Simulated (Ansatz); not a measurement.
Harmonic frequencies (cm⁻¹) at PBE0-D4/def2-TZVP from Ansatz: 388, 770, 1010, 1112, 1259, 1375, 1499, 3095, 3171.

Q: Which molecule is it?
A. `FCCl`
B. `ClCCl`
C. `ClCI`
D. `FC(F)(F)Cl`

A: A.
